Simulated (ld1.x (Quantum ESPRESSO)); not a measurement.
# u(r) = r·R(r): atom against pseudo-atom (phosphorus (P))

Columns: radius, all-electron u(r) and pseudo u(r) of the 3s shell (level -13.83 eV) of phosphorus in the configuration [Ne] 3s2 3p3; BLYP, scalar-relativistic, ultrasoft scheme, ld1.x (Quantum ESPRESSO) 7.5.

```tsv
r (bohr)	all-electron	pseudo
0.110	0.0903	0.0774
0.220	-0.2381	0.1546
0.330	-0.3770	0.2313
0.440	-0.3301	0.3070
0.550	-0.1796	0.3812
0.660	0.0100	0.4530
0.770	0.1996	0.5213
0.880	0.3688	0.5850
0.990	0.5090	0.6427
1.100	0.6180	0.6929
1.210	0.6977	0.7343
1.320	0.7511	0.7656
1.430	0.7818	0.7857
1.540	0.7935	0.7939
1.650	0.7897	0.7897
1.760	0.7740	0.7740
1.870	0.7493	0.7493
1.980	0.7181	0.7181
2.090	0.6825	0.6825
2.200	0.6443	0.6443
2.310	0.6048	0.6048
2.420	0.5649	0.5649
2.530	0.5254	0.5254
2.640	0.4870	0.4870
2.750	0.4500	0.4500
2.860	0.4147	0.4147
```

Q: How many radial nodes do the two functions have?

A: The all-electron 3s function has n − l − 1 = 2; the pseudo-wave has 0, since the states of the same l below it are removed with the core.

Q: At about which radius was the pseudo-wave matched?

A: 1.65 bohr, where the columns begin to agree (steps of 0.11 bohr).

Q: Is the pseudo-wave norm-conserving?

A: No, it belongs to an ultrasoft set: the norm inside the radius is not constrained, and the difference is carried by the augmentation charge.
